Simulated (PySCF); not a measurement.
Geometry:
```
atom   x (Å)   y (Å)   z (Å)
  F1  -2.237   1.930   0.178
  B2  -2.676   0.766   0.626
  F3  -3.920   0.748   1.063
 Si4  -1.551  -0.928   0.646
  C5   0.247  -0.509   0.383
  C6   0.780   0.699  -0.023
  C7   2.196   0.681  -0.141
  C8   2.729  -0.542   0.177
  S9   1.511  -1.663   0.617
 H10  -1.752  -1.629   1.952
 H11  -2.064  -1.849  -0.419
 H12   0.165   1.576  -0.231
 H13   2.797   1.539  -0.447
 H14   3.778  -0.837   0.180
```

Geometry: PBE0-D3(BJ)/def2-SVP; GIAO shifts from PySCF 2.14, gas phase, non-relativistic, averaged over equivalent atoms.

At KT3/pcSseg-1 (192 basis functions, 30 s wall time on 1 thread of an Arm Neoverse V2, shared host):
```csv
atoms,δ (ppm)
F1/F3,-38.6
B2,27.0
Si4,-90.0
C6,131.5
C8,128.2
C7,120.9
C5,117.1
S9,247.7
H12,7.67
H14,7.34
H13,7.07
H10/H11,4.47
```

Chemical shifts δ = σref − σ; $^{19}$F (σ = 149.45 ppm) vs CFCl3; BF3·OEt2 for $^{11}$B (σ = 100.51 ppm); $^{29}$Si (σ = 365.51 ppm) and $^{13}$C (σ = 182.31 ppm) and $^{1}$H (σ = 31.32 ppm) vs TMS; $^{33}$S (σ = 516.28 ppm) against CS2, all at this level.

Problem. Estimate the result of repeating the calculation with PBE0/pcSseg-1.

Solution. 
```tsv
atoms	δ at PBE0/pcSseg-1	change
F1/F3	-16.5	+22.1
B2	31.5	+4.5
Si4	-90.8	-0.8
C6	144.4	+12.9
C8	142.6	+14.4
C7	132.8	+11.9
C5	131.0	+13.9
S9	260.5	+12.8
H12	7.88	+0.21
H14	7.60	+0.26
H13	7.25	+0.18
H10/H11	4.57	+0.10
```

Referencing at the same level of theory: $^{19}$F (σref 177.25) against CFCl3; $^{11}$B (σref 100.73) against BF3·OEt2; $^{29}$Si (σref 351.99), $^{13}$C (σref 184.41), $^{1}$H (σref 31.27) against TMS; CS2 for $^{33}$S (σref 495.66).

The largest change is at F1/F3 (fluorine bonded to B). Cost: 192 basis functions, 23 s wall time on 1 thread of an Arm Neoverse V2, shared host. The order of the carbon signals is the same at both levels.

Unscaled 19F shifts against computed CFCl3 carry errors that often reach 10 to 50 ppm.
